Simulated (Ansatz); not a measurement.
`N[SiH2]C[SiH2]N` + CH₃NH₂ → `CN[SiH2]N` + `C[SiH2]N`  (ligand exchange at the Si–C bond)

Computed with Ansatz on PBE0-D4/def2-TZVP structures; ΔE is electronic, products minus reactants. CCSD(T)/CBS adds triple-zeta CCSD(T) − MP2 to the extrapolated MP2 energy (def2 sets, frozen cores). Functionals use def2-TZVPP. B3LYP here is the variant with VWN-RPA as its local correlation; programs differ in this. One conformer a species, not always the lowest.

`N[SiH2]C[SiH2]N`:

Z-matrix (Å, degrees):
```
Si
C 1 1.870
N 1 1.718 2 110.5
H 1 1.497 2 106.7 3 125.4
H 1 1.490 2 111.5 3 -117.9
Si 2 1.866 1 112.9 3 -45.1
H 2 1.095 1 109.0 3 -167.5
H 2 1.095 1 109.5 3 75.5
H 3 1.009 1 117.5 2 68.2
H 3 1.006 1 119.8 2 -150.3
N 6 1.735 2 108.4 1 -28.4
H 6 1.486 2 111.8 1 87.7
H 6 1.495 2 109.6 1 -153.6
H 11 1.009 6 118.0 2 168.7
H 11 1.010 6 118.3 2 -55.6
```

CH₃NH₂:

```xyz
7

C    -0.119   -0.380   -0.405
N     0.437    0.394    0.692
H    -1.029    0.037   -0.862
H    -0.354   -1.388   -0.055
H     0.631   -0.484   -1.192
H    -0.239    0.492    1.438
H     0.672    1.329    0.385
```

`CN[SiH2]N`:

```xyz
12

C     0.059   -0.981    1.664
N     0.157    0.131    0.748
Si   -0.442    0.151   -0.854
N     0.480    1.276   -1.755
H     0.961   -1.070    2.279
H    -0.038   -1.910    1.097
H    -0.804   -0.918    2.339
H     0.325    1.018    1.195
H    -1.847    0.617   -1.057
H    -0.379   -1.282   -1.270
H     0.056    1.799   -2.503
H     1.472    1.168   -1.884
```

`C[SiH2]N`:

```xyz
10

C     0.455   -1.312    0.169
Si    0.407    0.556    0.068
N    -1.113    1.261   -0.321
H     1.462   -1.657    0.421
H     0.173   -1.766   -0.784
H    -0.230   -1.684    0.936
H     1.369    0.994   -0.980
H     0.814    1.108    1.390
H    -1.480    1.210   -1.258
H    -1.856    1.290    0.358
```

(1) Is it downhill or uphill in electronic energy at CCSD(T)/CBS, and by how much? (Best estimate.)

(2) What do these levels give: r2SCAN-D4, ωB97X-V, PBE, PBE0, B3LYP, HF/def2-TZVPP, MP2/def2-TZVPP, CCSD(T)/def2-TZVPP, SCS-MP2/def2-QZVPP, HF/CBS(def2), MP2/CBS(def2), CCSD/CBS(def2)? (Estimate.)

Largest T1 diagnostic among the species: 0.010.

## Answers

(1) The calculation gave: Downhill: ΔE = -11.7 kcal/mol.

(2) Ansatz gave: r2SCAN-D4 -11.4, ωB97X-V -11.5, PBE -11.4, PBE0 -11.7, B3LYP -14.1, HF/def2-TZVPP -15.5, MP2/def2-TZVPP -11.6, CCSD(T)/def2-TZVPP -11.3, SCS-MP2/def2-QZVPP -12.7, HF/CBS(def2) -15.9, MP2/CBS(def2) -12.0, CCSD/CBS(def2) -12.3 kcal/mol.

In def2-TZVPP, CCSD(T) changes the Hartree–Fock value by +4.2 kcal/mol (the triples alone add +0.6 kcal/mol) and MP2 by +3.9 kcal/mol. The D4 term adds +2.2 kcal/mol with B3LYP and +1.3 kcal/mol with PBE0; it sums over pairs of atoms, weighted by their polarisabilities, and B3LYP, whose exchange is more repulsive, gets the larger term.
